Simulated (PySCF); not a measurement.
H₃IMgSi, SMILES [SiH3][Mg][I], singlet (PBE0/def2-SVP optimised geometry):

```
6

Mg     0.284    -0.350     0.000
I      2.854    -0.349     0.004
Si    -2.283    -0.350     0.000
H     -2.847    -1.040     1.207
H     -2.854    -1.044    -1.202
H     -2.841     1.044     0.000
```

Method: PBE0/def2-TZVP, def2 effective core potentials past Kr (PySCF).

What are the frontier orbital energies and the dipole moment?

HOMO-2 -7.51 eV, HOMO-1 -7.51 eV, HOMO -7.39 eV, LUMO -1.38 eV, LUMO+1 -1.18 eV; dipole moment 1.27 D.

On the same geometry PBE/def2-TZVP, def2 effective core potentials past Kr in PySCF gives HOMO-2 -6.41 eV, HOMO-1 -6.41 eV, HOMO -6.41 eV, LUMO -2.06 eV, LUMO+1 -1.82 eV; dipole moment 1.22 D.
